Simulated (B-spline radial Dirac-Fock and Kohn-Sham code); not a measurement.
## What relativity does to the binding energies of La³⁹⁺

System: La³⁹⁺, [Ne] 3s2 3p6.

Both columns are ΔSCF binding energies of the configuration average from a radial B-spline solver: non-relativistic Hartree-Fock with a point nucleus, and Dirac-Fock with a finite nucleus and the Coulomb interaction alone, averaged over the two j levels with weights 2j+1.

```
shell  Hartree-Fock (eV)  Dirac-Fock (eV)  shift (eV)  shift (%)
   1s            39514.1          41343.5    +1829.33      +4.63
   2s             7999.2           8482.0     +482.82      +6.04
   2p             7680.8           7840.4     +159.68      +2.08
   3s             3061.8           3199.7     +137.89      +4.50
   3p             2929.5           2985.8      +56.29      +1.92
```

Relativity binds 1s, 2s, 2p, 3s, 3p more strongly, among those listed most of all 2s in relative terms.

Values without a named source are computed, but for edge energies of neutral atoms, which are taken from tables.
